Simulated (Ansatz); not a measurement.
`CC(C)[TeH]` + H₂ → H₂Te + `CCC` at 700 K and 1 bar (hydrogenolysis of a Te–C bond).

Program: Ansatz. Geometries: PBE0-D4/def2-TZVP. ΔE: electronic, gas phase. CBS: MP2 limit from def2 TZ/QZ plus the TZ coupled-cluster correction, frozen cores. This one scheme is used for every species. Elements past krypton have def2 core potentials. For Te outer-core shells are correlated without core-valence functions, which leaves a few kJ/mol of doubt a bond.

| species | CCSD(T)/CBS energy (Eh) | H − E (kJ/mol) | S (J/(mol·K)) |
| --- | --- | --- | --- |
| `CC(C)[TeH]` | -386.69819 | 337.7 | 451.3 |
| H₂ | -1.17544 | 46.8 | 155.3 |
| H₂Te | -268.91024 | 57.2 | 261.6 |
| `CCC` | -118.98051 | 329.4 | 356.3 |

H − E and S are ideal-gas, rigid-rotor, harmonic terms from PBE0-D4/def2-TZVP, for one conformer and one mirror image of each species. For small species the MP2-based limit differs from directly extrapolated CCSD(T) by up to some mEh (0.8 for H₂); such offsets cancel only in part. 1 Eh = 2625.50 kJ/mol, R = 8.31446 J/(mol·K).

Q: By hand: ΔE, ΔH, ΔS and ΔG.

A: ΔE = (-268.91024) + (-118.98051) − (-386.69819) − (-1.17544) = -0.01712 Eh = -44.9 kJ/mol. Δ(H − E) = 57.2 + 329.4 − 337.7 − 46.8 = 2.1, so ΔH = -42.8 kJ/mol. ΔS = 261.6 + 356.3 − 451.3 − 155.3 = 11.3 J/(mol·K). ΔG = -42.8 − 700 × (11.3)/1000 = -50.7 kJ/mol.

Q: By hand: the equilibrium constant, and the temperature at which ΔG would vanish if ΔH and ΔS stayed fixed.

A: log₁₀ K = −ΔG/(RT ln 10) = 3.8. ΔH and −TΔS have one sign here, so there is no such temperature.

The number of gas molecules stays the same, so ΔS is small and ΔH decides. A doubt of 5 kJ/mol in ΔE shifts log₁₀ K by 0.4 here. Other conformers and mirror images would add mixing entropy, several J/(mol·K) or more a flexible species. These are equilibria of isolated gas molecules and say nothing of rates. Largest T1 diagnostic: 0.010 (customary marks: 0.02 for closed shells, 0.045 for open ones).

ΔS is within the doubt of such terms, so its sign, and with it that verdict, could turn.
